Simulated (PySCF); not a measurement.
Si(F)(Cl)(OMe)(NH2) (CH5ClFNOSi), SMILES CO[Si](N)(F)Cl. Atoms are numbered in the order given.

```xyz
11

C     -1.9727    -0.4132    -1.3336
O     -1.1779     0.5827    -0.7200
Si     0.2955     0.3223    -0.0557
N      1.4132    -0.2475    -1.2046
F      0.6845     1.7414     0.6091
Cl     0.2267    -1.0641     1.4691
H     -1.4120    -0.9548    -2.1155
H     -2.3318    -1.1477    -0.5919
H     -2.8442     0.0737    -1.7956
H      2.2223    -0.7888    -0.9196
H      1.5817     0.2720    -2.0608
```

Geometry: B3LYP-D3(BJ)/def2-SVP. The structure was generated by enumeration, and PubChem lists no compound with its InChIKey, so it may never have been made. The values are those of a single conformer.

Method: B3LYP/pcSseg-1 run with PySCF.

GIAO shieldings, no solvent; atoms listed in one row are averaged. δ = σ(ref) − σ: ¹³C against TMS (σ = 181.3 ppm); ¹⁷O against H2O (σ = 333.8 ppm); ²⁹Si against TMS (σ = 338.7 ppm); ¹⁵N against NH3 (σ = 265.5 ppm); ¹⁹F against CFCl3 (σ = 161.7 ppm); ³⁵Cl against HCl (σ = 933.3 ppm); ¹H against TMS (σ = 31.68 ppm), references at their B3LYP-D3(BJ)/def2-TZVP geometries, non-relativistic (without spin–orbit terms, shifts of atoms bonded to Cl or Br come out too high).

Computed chemical shifts:
| nucleus | atoms | count | δ (ppm) |
|---|---|---|---|
| ¹³C | C1 | 1 | 56.4 |
| ¹⁷O | O2 | 1 | 44.8 |
| ²⁹Si | Si3 | 1 | -48.3 |
| ¹⁵N | N4 | 1 | 32.9 |
| ¹⁹F | F5 | 1 | -132.6 |
| ³⁵Cl | Cl6 | 1 | 16.1 |
| ¹H | H7, H8, H9 | 3 | 4.05 |
| ¹H | H10 | 1 | 1.32 |
| ¹H | H11 | 1 | 1.14 |
